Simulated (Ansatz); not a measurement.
Species: SnBr2, charge 0, multiplicity 1. 
Structure (B3LYP-D3(BJ)/def2-TZVP (Ansatz, an electronic-structure program) minimum search):
```
Sn
Br 1 2.5459
Br 1 2.5459 2 99.79
```

Basis-set convergence of Hartree-Fock and CCSD(T) correlation energies (hartree) with Ansatz. Valence correlation only, unless marked. Spin-orbit coupling is left out. Frozen are the shells of the preceding noble gas and the d and f shells that filled before the atom's block. In def2 rows, elements after Kr have scalar-relativistic effective core potentials.

```
basis       functions        E(HF)  E(corr, CCSD(T))
----------  ---------  -----------  ----------------
def2-SVP           90  -5357.67113          -0.33500
def2-TZVPP        146            …                 …
```

What belongs in the gaps?


- def2-TZVPP, E(HF): -5358.31233
- def2-TZVPP, E(corr, CCSD(T)): -0.44693
